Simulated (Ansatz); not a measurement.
Molecule: CdH, charge 0, multiplicity 2. The spin state was set by rule; other spins were not relaxed. 
Geometry from a B3LYP-D3(BJ)/def2-TZVP (Ansatz, a first-principles code) optimisation:
```
Cd
H 1 1.7985
```
Charge 0, spin multiplicity 2.

Wanted: atomisation energy (electronic, to ground-state atoms), in kJ/mol. Correlated levels leave the core frozen unless marked. UHF or UKS for open shells. No spin-orbit coupling. The frozen core is the preceding noble-gas configuration, with the filled d and f shells of earlier blocks. In def2 rows, elements after Kr have scalar-relativistic effective core potentials. The coupled-cluster limit lacks core correlation, which all-electron functionals hold. CBS(X,Y): correlation extrapolated as X^-3; Hartree-Fock from the larger set.

```tsv
level	program	atomisation energy (kJ/mol)
revPBE-D4/def2-TZVPD	Ansatz + dftd4	73.9
PBE0/def2-SVP	Ansatz	75.2
```

Q: Estimate the value at CCSD(T)/CBS(def2-TZVPPD,def2-QZVPPD) as computed with Ansatz.

A: 71.0 kJ/mol
